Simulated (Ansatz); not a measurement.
Consider the redistribution: `[SiH3][S][GeH3]` + `N[SiH]([SiH3])S` → `N[SiH]([SiH3])[SiH3]` + `S[S][GeH3]`.

Program: Ansatz. Geometries: PBE0-D4/def2-TZVP. ΔE: electronic, gas phase. CCSD(T)/CBS adds triple-zeta CCSD(T) − MP2 to the extrapolated MP2 energy (def2 sets, frozen cores). DFT in def2-TZVPP. B3LYP here is the variant with VWN-RPA as its local correlation; programs differ in this. For Ge outer-core shells are correlated without core-valence functions, which leaves a few kJ/mol of doubt a bond. Scalar relativity is left out up to krypton. One conformer a species, not always the lowest.

| level | ΔE (kJ/mol) | difference from CCSD(T)/CBS |
| --- | --- | --- |
| LDA (SPW92) | 150.9 | -19.2 |
| r2SCAN-D4 | 165.0 | -5.1 |
| B3LYP-D4 | 158.6 | -11.5 |
| ωB97X-V | 165.0 | -5.1 |
| revPBE | 145.8 | -24.3 |
| PBE0 | 158.1 | -12.0 |
| B3LYP | 157.3 | -12.8 |
| r2SCANh | 167.1 | -3.0 |
| LC-ωPBE | 166.1 | -4.0 |
| RPA@PBE/def2-TZVPP | 162.4 | -7.7 |
| CCSD(T)/def2-SVP | 169.8 | -0.3 |
| MP2/def2-TZVPP | 182.8 | 12.7 |
| CCSD(T)/def2-TZVPP | 169.9 | -0.2 |
| HF/def2-QZVPP | 179.6 | 9.5 |
| HF/CBS(def2) | 179.6 | 9.5 |
| MP2/CBS(def2) | 183.0 | 12.9 |
| CCSD(T)/CBS | 170.1 | 0 |

(1) What do rigid-rotor, harmonic-oscillator terms from PBE0-D4/def2-TZVP frequencies (298.15 K, 1 bar) make of the CCSD(T)/CBS value? (An estimate is asked.)

Largest T1 diagnostic among the species: 0.013.

Results:

(1) The calculation gave: ΔZPE = -2.3 kJ/mol, ΔH = +167.7 kJ/mol, ΔS = -10 J/(mol·K), ΔG = +170.6 kJ/mol. Modes under 50 cm⁻¹ make the entropy rough.

From BLYP to BHLYP (50 % exact exchange), in def2-TZVPP and without D4, ΔE moves by +20.8 kJ/mol. Leaving LDA and LC-ωPBE aside and taking each functional with its dispersion term where it has one, the values, not all of them listed here, spread over 24.5 kJ/mol, from revPBE-D4 to PBE-QIDH. LDA lies +3.4 kJ/mol from PBE without D4.
